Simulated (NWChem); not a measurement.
System: B₃H₂O₃, doublet; SMILES [B]1OBOBO1

Parts of the log:

```
             Northwest Computational Chemistry Package (NWChem) 7.3.0
             --------------------------------------------------------

                             Geometry "geometry" -> ""
                             -------------------------

 Output coordinates in angstroms (scale by  1.889725989 to convert to a.u.)

  No.       Tag          Charge          X              Y              Z
 ---- ---------------- ---------- -------------- -------------- --------------
    1 B                    5.0000     0.00000000     0.00000000     1.42925900
    2 O                    8.0000    -1.19426700     0.00000000     0.75840700
    3 B                    5.0000    -1.19775100     0.00000000    -0.62377000
    4 O                    8.0000     0.00000000     0.00000000    -1.30178900
    5 B                    5.0000     1.19775100     0.00000000    -0.62377000
    6 O                    8.0000     1.19426700     0.00000000     0.75840700
    7 H                    1.0000    -2.22637900     0.00000000    -1.21891200
    8 H                    1.0000     2.22637900     0.00000000    -1.21891200

 Effective nuclear repulsion energy (a.u.)     192.0078902969

  pbe96 is a nonlocal functional; adding pw91lda local functional.

                                 NWChem DFT Module
                                 -----------------

 Summary of "ao basis" -> "ao basis" (spherical)
 ------------------------------------------------------------------------------
       Tag                 Description            Shells   Functions and Types
 ---------------- ------------------------------  ------  ---------------------
 B                          def2-svp                 6       14   3s2p1d
 O                          def2-svp                 6       14   3s2p1d
 H                          def2-svp                 3        5   2s1p

            General Information
            -------------------
          SCF calculation type: DFT
          Wavefunction type:  spin polarized.
          No. of atoms     :     8
          No. of electrons :    41
           Alpha electrons :    21
            Beta electrons :    20
          Charge           :     0
          Spin multiplicity:     2
          Use of symmetry is: off; symmetry adaption is: off
          Maximum number of iterations: 150
          AO basis - number of functions:    94
                     number of shells:    42
          Convergence on energy requested:  1.00D-06
          Convergence on density requested:  1.00D-05
          Convergence on gradient requested:  5.00D-04

              XC Information
              --------------
          PerdewBurkeErnzerhof Exchange Functional  1.000
            Perdew 1991 LDA Correlation Functional  1.000 local
           PerdewBurkeErnz. Correlation Functional  1.000 non-local

             Grid Information
             ----------------
          Grid used for XC integration:  medium
          Radial quadrature: Mura-Knowles
          Angular quadrature: Lebedev.
          Tag              B.-S. Rad. Rad. Pts. Rad. Cut. Ang. Pts.
          ---              ---------- --------- --------- ---------
          B                   0.85       49          10.0       434
          O                   0.60       49          11.0       434
          H                   0.35       45          11.0       434
          Grid pruning is: on
          Number of quadrature shells:   384
          Spatial weights used:  Erf1

      Superposition of Atomic Density Guess
      -------------------------------------

 Sum of atomic energies:        -298.58400364

      Non-variational initial energy
      ------------------------------

 Total energy =    -301.235162
 1-e energy   =    -787.913215
 2-e energy   =     294.670163
 HOMO         =      -0.134456
 LUMO         =       0.037062

   convergence    iter        energy       DeltaE   RMS-Dens  Diis-err
 ---------------- ----- ----------------- --------- --------- ---------
 d= 0,ls=0.0,diis     1   -300.8805950871 -4.93D+02  1.15D-02  3.03D-01
                                                     9.78D-03  2.85D-01
 d= 0,ls=0.0,diis     2   -300.6326587259  2.48D-01  5.86D-03  1.01D+00
                                                     5.86D-03  1.02D+00
 d= 0,ls=0.0,diis     3   -301.0387708893 -4.06D-01  1.14D-03  1.28D-02
                                                     1.08D-03  1.20D-02
 d= 0,ls=0.0,diis     4   -301.0431123482 -4.34D-03  4.07D-04  1.44D-03
                                                     3.84D-04  1.42D-03
 d= 0,ls=0.0,diis     5   -301.0436964338 -5.84D-04  1.33D-04  3.50D-04
                                                     1.22D-04  3.57D-04
  Resetting Diis
 d= 0,ls=0.0,diis     6   -301.0438326470 -1.36D-04  4.71D-05  3.02D-05
                                                     3.27D-05  2.50D-05
 d= 0,ls=0.0,diis     7   -301.0438434282 -1.08D-05  2.44D-05  1.29D-06
                                                     2.28D-05  1.45D-06
 d= 0,ls=0.0,diis     8   -301.0438430388  3.89D-07  1.49D-05  2.36D-06
                                                     1.14D-05  2.13D-06
 d= 0,ls=0.0,diis     9   -301.0438442379 -1.20D-06  1.89D-06  3.94D-08
                                                     1.87D-06  5.39D-08
 d= 0,ls=0.0,diis    10   -301.0438442504 -1.25D-08  1.08D-06  2.03D-08
                                                     9.05D-07  1.53D-08

         Total DFT energy =     -301.043844250422
      One electron energy =     -791.204729772694
           Coulomb energy =      336.579978651055
    Exchange-Corr. energy =      -38.426983425714
 Nuclear repulsion energy =      192.007890296930

 Numeric. integr. density =       40.999984727340

                    DFT Final Alpha Molecular Orbital Analysis
                    ------------------------------------------

 Vector   19  Occ=1.000000D+00  E=-3.237802D-01
              MO Center=  2.5D-08, -1.3D-10, -8.2D-01, r^2= 2.7D+00
   Bfn.  Coefficient  Atom+Function         Bfn.  Coefficient  Atom+Function
  ----- ------------  ---------------      ----- ------------  ---------------
    48      0.496882  4 O  pz                51      0.306315  4 O  pz
    45     -0.188272  4 O  s                  6     -0.160533  1 B  pz
    20      0.153436  2 O  pz                76      0.153436  6 O  pz
    30      0.143741  3 B  s                 44     -0.143123  4 O  s
    58      0.143741  5 B  s                 85      0.135566  7 H  s

 Vector   20  Occ=1.000000D+00  E=-3.027817D-01
              MO Center=  8.0D-08, -1.0D-10,  2.8D-02, r^2= 4.0D+00
   Bfn.  Coefficient  Atom+Function         Bfn.  Coefficient  Atom+Function
  ----- ------------  ---------------      ----- ------------  ---------------
    18      0.347484  2 O  px                74      0.347484  6 O  px
    46      0.203666  4 O  px                21      0.202238  2 O  px
    77      0.202238  6 O  px                85      0.197174  7 H  s
    90     -0.197174  8 H  s                 86      0.183672  7 H  s
    91     -0.183672  8 H  s                  4      0.181203  1 B  px

 Vector   21  Occ=1.000000D+00  E=-1.887094D-01
              MO Center= -1.2D-09,  9.1D-10,  1.8D+00, r^2= 1.9D+00
   Bfn.  Coefficient  Atom+Function         Bfn.  Coefficient  Atom+Function
  ----- ------------  ---------------      ----- ------------  ---------------
     6      0.479061  1 B  pz                 2     -0.396274  1 B  s
     3     -0.352751  1 B  s                  9     -0.288486  1 B  pz
    20      0.186233  2 O  pz                76      0.186233  6 O  pz
    17      0.161130  2 O  s                 73      0.161130  6 O  s
     1     -0.159370  1 B  s                 34      0.129952  3 B  pz

 Vector   22  Occ=0.000000D+00  E=-7.044455D-02
              MO Center= -5.2D-08, -5.4D-10,  7.0D-01, r^2= 3.3D+00
   Bfn.  Coefficient  Atom+Function         Bfn.  Coefficient  Atom+Function
  ----- ------------  ---------------      ----- ------------  ---------------
     5      0.569131  1 B  py                 8     -0.484339  1 B  py
    33     -0.263696  3 B  py                61     -0.263696  5 B  py
    36      0.235076  3 B  py                64      0.235076  5 B  py
    47     -0.231304  4 O  py                50     -0.232445  4 O  py
    19      0.134053  2 O  py                75      0.134053  6 O  py

 Vector   23  Occ=0.000000D+00  E=-6.713853D-02
              MO Center=  4.7D-08,  7.4D-10, -5.4D-01, r^2= 3.4D+00
   Bfn.  Coefficient  Atom+Function         Bfn.  Coefficient  Atom+Function
  ----- ------------  ---------------      ----- ------------  ---------------
    33      0.472183  3 B  py                61     -0.472183  5 B  py
    36     -0.421446  3 B  py                64      0.421446  5 B  py
    19      0.205390  2 O  py                22      0.204849  2 O  py
    75     -0.205390  6 O  py                78     -0.204849  6 O  py
    10     -0.030065  1 B  d -2

 Vector   24  Occ=0.000000D+00  E= 4.439349D-03
              MO Center=  4.3D-09,  3.4D-09,  4.2D-03, r^2= 4.0D+00
   Bfn.  Coefficient  Atom+Function         Bfn.  Coefficient  Atom+Function
  ----- ------------  ---------------      ----- ------------  ---------------
    36      0.360342  3 B  py                64      0.360342  5 B  py
     8      0.332269  1 B  py                50     -0.297514  4 O  py
    47     -0.291683  4 O  py                22     -0.287175  2 O  py
    78     -0.287175  6 O  py                19     -0.283597  2 O  py
    75     -0.283597  6 O  py                33     -0.269445  3 B  py

                     DFT Final Beta Molecular Orbital Analysis
                     -----------------------------------------

 Vector   18  Occ=1.000000D+00  E=-3.496747D-01
              MO Center=  2.5D-08,  2.8D-10, -4.4D-01, r^2= 2.2D+00
   Bfn.  Coefficient  Atom+Function         Bfn.  Coefficient  Atom+Function
  ----- ------------  ---------------      ----- ------------  ---------------
    47      0.488629  4 O  py                50      0.335167  4 O  py
    19     -0.254763  2 O  py                75     -0.254763  6 O  py
    22     -0.174764  2 O  py                78     -0.174764  6 O  py
     5      0.169986  1 B  py                33     -0.086097  3 B  py
    61     -0.086097  5 B  py                 8     -0.072558  1 B  py

 Vector   19  Occ=1.000000D+00  E=-3.184444D-01
              MO Center=  2.4D-08, -1.8D-10, -8.6D-01, r^2= 2.6D+00
   Bfn.  Coefficient  Atom+Function         Bfn.  Coefficient  Atom+Function
  ----- ------------  ---------------      ----- ------------  ---------------
    48      0.500099  4 O  pz                51      0.309407  4 O  pz
    20      0.183742  2 O  pz                76      0.183742  6 O  pz
    45     -0.179779  4 O  s                 44     -0.137661  4 O  s
    85      0.134320  7 H  s                 90      0.134320  8 H  s
    30      0.129985  3 B  s                 58      0.129985  5 B  s

 Vector   20  Occ=1.000000D+00  E=-3.011431D-01
              MO Center=  7.6D-08, -1.1D-10,  4.8D-02, r^2= 4.0D+00
   Bfn.  Coefficient  Atom+Function         Bfn.  Coefficient  Atom+Function
  ----- ------------  ---------------      ----- ------------  ---------------
    18      0.350504  2 O  px                74      0.350504  6 O  px
    21      0.204606  2 O  px                77      0.204606  6 O  px
    46      0.201991  4 O  px                85      0.194590  7 H  s
    90     -0.194590  8 H  s                 86      0.183748  7 H  s
    91     -0.183748  8 H  s                  4      0.177090  1 B  px

 Vector   21  Occ=0.000000D+00  E=-9.221545D-02
              MO Center= -1.4D-10,  3.8D-09,  1.8D+00, r^2= 2.0D+00
   Bfn.  Coefficient  Atom+Function         Bfn.  Coefficient  Atom+Function
  ----- ------------  ---------------      ----- ------------  ---------------
     3      0.649104  1 B  s                  6     -0.419646  1 B  pz
     2      0.284374  1 B  s                 17     -0.239190  2 O  s
    73     -0.239190  6 O  s                  9      0.208459  1 B  pz
     1      0.154780  1 B  s                 20     -0.142727  2 O  pz
    76     -0.142727  6 O  pz                16     -0.137295  2 O  s

 Vector   22  Occ=0.000000D+00  E=-6.648176D-02
              MO Center= -1.8D-08,  6.8D-10, -5.4D-01, r^2= 3.4D+00
   Bfn.  Coefficient  Atom+Function         Bfn.  Coefficient  Atom+Function
  ----- ------------  ---------------      ----- ------------  ---------------
    33      0.471634  3 B  py                61     -0.471634  5 B  py
    36     -0.422485  3 B  py                64      0.422485  5 B  py
    19      0.205317  2 O  py                22      0.205514  2 O  py
    75     -0.205317  6 O  py                78     -0.205514  6 O  py
    10     -0.028498  1 B  d -2

 Vector   23  Occ=0.000000D+00  E=-4.612128D-02
              MO Center=  1.5D-08, -2.2D-09,  2.1D-01, r^2= 3.7D+00
   Bfn.  Coefficient  Atom+Function         Bfn.  Coefficient  Atom+Function
  ----- ------------  ---------------      ----- ------------  ---------------
     5      0.477363  1 B  py                 8     -0.410215  1 B  py
    33     -0.333388  3 B  py                61     -0.333388  5 B  py
    36      0.308826  3 B  py                64      0.308826  5 B  py
    47     -0.290458  4 O  py                50     -0.291733  4 O  py
    19      0.053516  2 O  py                75      0.053516  6 O  py

   alpha - beta orbital overlaps
   -----------------------------

   alpha      1      2      3      4      5      6      7      8      9     10
    beta      1      2      3      4      5      6      7      8      9     10
 overlap   1.000  1.000  1.000  0.999  1.000  0.999  1.000  1.000  1.000  0.998

   alpha     11     12     13     14     15     16     17     18     19     20
    beta     11     12     13     14     15     16     18     17     19     20
 overlap   0.998  0.998  0.998  0.999  1.000  1.000  0.999  1.000  0.993  1.000

   alpha     21     22     23     24     25     26     27     28     29     30
    beta     21     23     22     24     25     26     27     28     29     30
 overlap   0.980  0.968  1.000  0.969  0.990  0.990  0.992  0.996  0.988  0.901

   alpha     31     32     33     34     35     36     37     38     39     40
    beta     31     32     34     33     35     38     36     37     39     40
 overlap   0.905  0.931  0.919  0.970  0.994  0.971  1.000  0.999  0.984  0.994

   alpha     41     42     43     44     45     46     47     48     49     50
    beta     41     42     43     44     45     46     47     48     49     50
 overlap   0.996  0.996  0.996  0.992  0.999  0.998  0.990  0.997  0.992  0.993

   alpha     51     52     53     54     55     56     57     58     59     60
    beta     51     53     52     57     54     55     56     58     59     60
 overlap   0.845  0.831  0.997  0.963  0.976  0.973  0.973  0.976  0.990  1.000

   alpha     61     62     63     64     65     66     67     68     69     70
    beta     61     63     62     64     66     65     68     67     69     70
 overlap   0.988  0.999  0.998  0.999  0.972  0.999  0.979  0.999  1.000  0.993

[...]

                         DFT ENERGY GRADIENTS

    atom               coordinates                        gradient
                 x          y          z           x          y          z
   1 B       0.000000   0.000000   2.700908    0.000000   0.000000  -0.002696
   2 O      -2.256837   0.000000   1.433181    0.002711  -0.000000  -0.003837
   3 B      -2.263421   0.000000  -1.178754   -0.004102  -0.000000  -0.001540
   4 O       0.000000   0.000000  -2.460025    0.000000  -0.000000   0.003522
   5 B       2.263421   0.000000  -1.178754    0.004102   0.000000  -0.001540
   6 O       2.256837   0.000000   1.433181   -0.002711  -0.000000  -0.003837
   7 H      -4.207246   0.000000  -2.303410    0.008776   0.000000   0.004964
   8 H       4.207246   0.000000  -2.303410   -0.008776  -0.000000   0.004964
```

Level: PBE/def2-SVP, spin-unrestricted. In the optimisation the excess spin sits in a1 (C2v, its own frame). All runs use the structure optimised with B3LYP/6-31G* (spherical d), spin-unrestricted. No stability test was run on the SCF state.

Reconstruct the input file.

This is not unique; one that fits is the input that was run:
```
start job
memory heap 200 mb stack 900 mb global 1100 mb
geometry units angstroms noautosym nocenter noautoz
  B      0.000000     0.000000     1.429259
  O     -1.194267     0.000000     0.758407
  B     -1.197751     0.000000    -0.623770
  O      0.000000     0.000000    -1.301789
  B      1.197751     0.000000    -0.623770
  O      1.194267     0.000000     0.758407
  H     -2.226379     0.000000    -1.218912
  H      2.226379     0.000000    -1.218912
end
basis spherical
  * library def2-svp
end
dft
  odft
  mult 2
  xc xpbe96 cpbe96
  iterations 150
end
task dft gradient
```
